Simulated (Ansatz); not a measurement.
Reaction (formal exchange of groups at a C–O bond): `NC[O][GeH3]` + `Cl[SiH2]Cl` → `NC[SiH](Cl)Cl` + `[OH][GeH3]`

Computed with Ansatz on PBE0-D4/def2-TZVP structures; ΔE is electronic, products minus reactants. CCSD(T)/CBS adds triple-zeta CCSD(T) − MP2 to the extrapolated MP2 energy (def2 sets, frozen cores). DFT in def2-TZVPP. B3LYP here is the variant with VWN-RPA as its local correlation; programs differ in this. For Ge outer-core shells are correlated without core-valence functions, which leaves a few kJ/mol of doubt a bond. Scalar relativity is left out up to krypton. One conformer a species, not always the lowest.

```
             level  ΔE (kJ/mol)  difference from CCSD(T)/CBS
         r2SCAN-D4        -51.9                          1.8
           PBE0-D4        -54.7                         -1.0
             B3LYP        -43.2                         10.5
SCS-MP2/def2-TZVPP        -48.1                          5.6
CCSD(T)/def2-TZVPP        -48.8                          4.9
     HF/def2-QZVPP        -33.3                         20.4
SCS-MP2/def2-QZVPP        -51.1                          2.6
      HF/CBS(def2)        -33.3                         20.4
     MP2/CBS(def2)        -59.7                         -6.0
    CCSD/CBS(def2)        -52.3                          1.4
       CCSD(T)/CBS        -53.7                            0
```

Largest T1 diagnostic among the species: 0.012.

The D4 term adds −6.9 kJ/mol with B3LYP and −3.8 kJ/mol with PBE0; it sums over pairs of atoms, weighted by their polarisabilities, and B3LYP, whose exchange is more repulsive, gets the larger term. In def2-TZVPP, CCSD(T) changes the Hartree–Fock value by −15.5 kJ/mol (the triples alone add −1.4 kJ/mol) and MP2 by −21.5 kJ/mol.
